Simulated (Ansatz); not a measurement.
Consider the cleavage of the Si–Al bond: `C=[CH][Al]([F])[SiH3]` + `[OH][GaH2]` → `[SiH3][O][GaH2]` + `C=[CH][AlH][F]`.

Computed with Ansatz on PBE0-D4/def2-TZVP structures; ΔE is electronic, products minus reactants. CCSD(T)/CBS is the MP2 limit (def2-TZVPP, def2-QZVPP) plus CCSD(T) − MP2 in def2-TZVPP, frozen cores. DFT in def2-TZVPP. B3LYP here is the variant with VWN-RPA as its local correlation; programs differ in this. For Ga outer-core shells are correlated without core-valence functions, which leaves a few kJ/mol of doubt a bond. Scalar relativity is left out up to krypton. One conformer a species, not always the lowest.

`C=[CH][Al]([F])[SiH3]`:

```xyz
11

C     1.660   -0.109   -1.166
C     1.635    0.672   -0.083
Al    0.018    0.717    0.972
F    -0.043    1.674    2.320
Si   -1.962   -0.600    0.381
H     0.803   -0.711   -1.464
H     2.529   -0.194   -1.816
H     2.533    1.242    0.147
H    -2.453   -0.234   -0.978
H    -1.638   -2.055    0.347
H    -3.082   -0.402    1.341
```

`[OH][GaH2]`:

Z-matrix (Å, degrees):
```
Ga
O 1 1.788
H 1 1.565 2 117.5
H 1 1.556 2 113.8 3 180.0
H 2 0.959 1 114.1 3 0.0
```

`[SiH3][O][GaH2]`:

Cartesian coordinates in Å:
```
Si -0.839 1.072 -0.094
O 0.585 0.295 0.062
Ga 1.215 -1.374 0.135
H -1.974 0.110 -0.212
H -0.820 1.927 -1.311
H -1.079 1.936 1.093
H 2.760 -1.455 0.298
H 0.152 -2.511 0.028
```

`C=[CH][AlH][F]`:

Cartesian coordinates in Å:
```
C -0.197 -0.243 1.349
C -0.693 -0.116 0.115
Al 0.535 0.285 -1.312
F -0.009 0.452 -2.863
H 0.866 -0.126 1.556
H -0.814 -0.469 2.216
H -1.767 -0.248 -0.011
H 2.080 0.464 -1.051
```

```
             level  ΔE (eV)
           PBE0-D4    -0.79
          B3LYP-D4    -0.98
            B2PLYP    -1.03
               PBE    -0.68
            r2SCAN    -0.90
CCSD(T)/def2-TZVPP    -0.97
    MP2/def2-QZVPP    -1.07
SCS-MP2/def2-QZVPP    -1.12
```

**Question.** What does CCSD(T)/CBS give? (Best estimate.)

**Answer.** The calculation gave: -0.96 eV. The listed levels differ from it by 0.17, -0.02, -0.07, 0.28, 0.06, -0.01, -0.11, -0.16 eV.

Largest T1 diagnostic among the species: 0.015.

From PBE to PBE0 (25 % exact exchange), in def2-TZVPP and without D4, ΔE moves by −0.11 eV. In def2-TZVPP, CCSD(T) changes the Hartree–Fock value by +0.32 eV (the triples alone add +0.04 eV) and MP2 by +0.22 eV.
